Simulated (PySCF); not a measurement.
## How methods differ on the ionisation energy of Ta⁴¹⁺

Ta⁴¹⁺ [Ar] 3d10 4s2 4p2 [4p1/2^2, M_J = 0] → Ta⁴²⁺ [Ar] 3d10 4s2 4p1 [4p1/2^1, M_J = 1/2], as a difference of total energies. Calculation: PySCF 2.14, in an even-tempered Gaussian basis (16 s from 5 bohr⁻², ratio 2.8; 13 p from 6.5 bohr⁻², ratio 2.8; 8 d from 12 bohr⁻², ratio 2.8; 4 f from 29 bohr⁻², ratio 3); the two-component X2C-1e Hamiltonian. Correlated levels: [Ne] frozen; the 72 highest virtual spinors dropped. "Screened" scales the spin-orbit matrix elements by Boettger's factors to mimic the two-electron term; Breit and QED terms are absent.

```
                    method  ionisation energy (eV)
           GHF (spin-free)                  1989.4
          GMP2 (spin-free)                  1990.5
 GHF (screened spin-orbit)                  2046.5
GMP2 (screened spin-orbit)                  2048.1
```

Breit and QED terms and the two-electron picture change are absent.

The spin-free rows relax to the high-spin LS determinant and lack the spin-orbit shift.

The labels give the starting determinants; with spin-orbit coupling the two ends relaxed to ⟨J²⟩ = 0.00, ⟨L²⟩ = 1.37, ⟨S²⟩ = 1.37 and ⟨J²⟩ = 0.75, ⟨L²⟩ = 2.05, ⟨S²⟩ = 0.80.

For comparison: 2053 ± 4 eV (theoretical estimate listed by NIST; NIST Atomic Spectra Database, ionization energies).
